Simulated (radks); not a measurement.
Rb I, configuration [Kr] 5s1. All-electron calculation, scalar-relativistic Kohn-Sham, r2SCAN, spin-polarised, spherical densities, finite nucleus; open shells are filled with parallel spins first (spin-orbit coupling, left out, can overturn this in heavy ions); meta-GGA in the generalised Kohn-Sham scheme; Fermi nuclear charge, rms radius 4.2036 fm. Program: a radial shooting solver on a logarithmic mesh with Libxc functionals.

Normalised radial functions P(r) = r R(r), r in bohr:

```
   r/bohr * 5p up (the largest magnitude, 0.417, reaches the edge; | marks zero)
  0.00136                             *
 0.001858                             *
 0.002518                             *
  0.00344                             *
   0.0047                             *
  0.00637                             *
 0.008702                             *
  0.01179                             *
  0.01611                             *
  0.02201                             |*
  0.02983                             |*
  0.04075                             | *
  0.05568                             |  *
  0.07546                             |  *
   0.1031                             |  *
   0.1408                             | *
   0.1909                             *
   0.2607                          *  |
   0.3534                        *    |
   0.4828                         *   |
   0.6595                             |*
   0.8939                             |      *
    1.221                             |         *
    1.668                             |      *
    2.261                            *|
    3.089                 *           |
     4.22       *                     |
    5.719  *                          |
    7.813      *                      |
    10.59               *             |
    14.47                        *    |
    19.76                            *|
```

5p up (empty): eigenvalue -0.848 eV, 3 radial nodes at r = 0.187, 0.631, 2.22 bohr, <r> = 6.99 bohr, 90 % of the charge inside 10.4 bohr.
